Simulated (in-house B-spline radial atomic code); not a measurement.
Values are calculated unless marked as measured or tabulated.
# C6 from the polarisability at imaginary frequency: the barium ion Ba²⁺

LDA exchange-only linear response of the closed shell [Kr] 4d10 5s2 5p6, from a B-spline radial code for spherical atoms; scalar-relativistic (spin-free one-electron X2C), finite nucleus, no spin-orbit coupling; shells from n = 3 respond.

The dispersion coefficient of two like species is C6 = (3/π) ∫ α(iu)² du from 0 to ∞.

| u (hartree) | α(iu) (bohr³) |
| --- | --- |
| 0 | 10.95 |
| 0.156 | 10.58 |
| 0.364 | 9.215 |
| 0.624 | 7.14 |
| 1.04 | 4.607 |
| 1.56 | 2.879 |
| 2.34 | 1.695 |
| 3.64 | 0.9216 |
| 5.2 | 0.5487 |
| 7.79 | 0.2937 |
| 13 | 0.1277 |
| 26 | 0.04071 |

Problem. Fit one oscillator, α(iu) = α(0)/(1 + u²/ω²), through u = 1.04 and estimate C6.

Solution. From α(0)/α(iu) − 1 = 10.95/4.607 − 1 = 1.3768, ω = u/√1.3768 = 0.8863 hartree (24.1 eV). London's formula gives C6 = (3/4) α(0)² ω = 0.75 × 10.95² × 0.8863 = 79.7 hartree·bohr⁶, and the oscillator holds f = α(0) ω² = 8.60 electrons, of a sum of oscillator strengths of 47.6.

Problem. How does that compare with the full integral?

Solution. The program's quadrature over all excitations gives C6 = 81.13, so the single oscillator is off by -1.8 %. At the last point the fit gives α = 0.0127 against 0.0407: higher excitations, and deeper shells where there are any, keep the true curve higher at large u.
